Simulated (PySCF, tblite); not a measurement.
Isomers of C2H7ClOSi3, one GFN2-xTB conformer each. Single-point energies are computed at PBE0/pcSseg-1 (PySCF, gas phase, no added dispersion term), electronic only.

| SMILES | GFN2-xTB relative energy (kcal/mol) |
| --- | --- |
| C#C[SiH2][Si@H](Cl)O[SiH3] | 0.0 |
| C#C[Si@H]([SiH3])O[SiH2]Cl | 1.3 |

Conformers: `[CH:1]#[C:2][SiH2:3][Si@H:4]([Cl:5])[O:6][SiH3:7]` with C2–Si3–Si4–Cl5 166°, Si3–Si4–O6–Si7 32°; `[CH:1]#[C:2][Si@H:3]([SiH3:4])[O:5][SiH2:6][Cl:7]` with C2–Si3–O5–Si6 72°, Si3–O5–Si6–Cl7 37°.

Question: What does PBE0/pcSseg-1 give for the same structures?

Answer: 
```csv
SMILES,PBE0/pcSseg-1 E (Eh),PBE0/pcSseg-1 (kcal/mol),GFN2-xTB (kcal/mol),point group
C#C[Si@H]([SiH3])O[SiH2]Cl,-1483.61884,0.0,1.3,C1
C#C[SiH2][Si@H](Cl)O[SiH3],-1483.61430,2.9,0.0,C1
```

GFN2-xTB puts C#C[SiH2][Si@H](Cl)O[SiH3] lowest instead. 

Question: Which frontier levels, dipoles and rotational constants go with these structures?

Answer: 
```
                    SMILES  HOMO (eV, PBE0/pcSseg-1)  LUMO (eV)  dipole (D)       A, B, C (MHz)
C#C[Si@H]([SiH3])O[SiH2]Cl                     -8.11      -0.91        1.20  1458, 793.5, 619.3
C#C[SiH2][Si@H](Cl)O[SiH3]                     -7.93      -0.74        1.86  1297, 884.0, 566.9
```

Question: What happens when harmonic zero-point energies from GFN2-xTB frequencies are added?

Answer: 
```csv
SMILES,ZPE (kcal/mol),electronic (kcal/mol),with ZPE (kcal/mol)
C#C[Si@H]([SiH3])O[SiH2]Cl,46.0,0.0,0.0
C#C[SiH2][Si@H](Cl)O[SiH3],45.9,2.9,2.7
```

The zero-point energies span 0.1 kcal/mol. The order is unchanged.
